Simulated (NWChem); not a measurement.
# HTeOI; SMILES O[Te]I

```xyz
4

Te     0.2976     1.2064     0.0022
I     -0.0147    -1.4894     0.0038
O     -1.5963     1.8006     0.0659
H     -1.9283     1.7997    -0.8426
```
Atoms are numbered in this order, from 1.

Computed with NWChem. Coordinates come from a PBE0/def2-SVP optimisation. Not confirmed as a minimum by frequencies. def2 effective core potentials on Te, I; no spin-orbit coupling. Ions are spin-unrestricted doublets at the neutral geometry; other ion states weren't tried.

For level PBE/def2-SVP:

```
Quantity                               Result
-------------------------------------  ------
vertical ionisation energy, ΔSCF (eV)    8.10
−ε(HOMO) (eV)                            5.13
```

### Question
Estimate the same quantities for level B3LYP/def2-SVP.

### Answer
vertical ionisation energy, ΔSCF (eV): 8.34
−ε(HOMO) (eV): 6.01
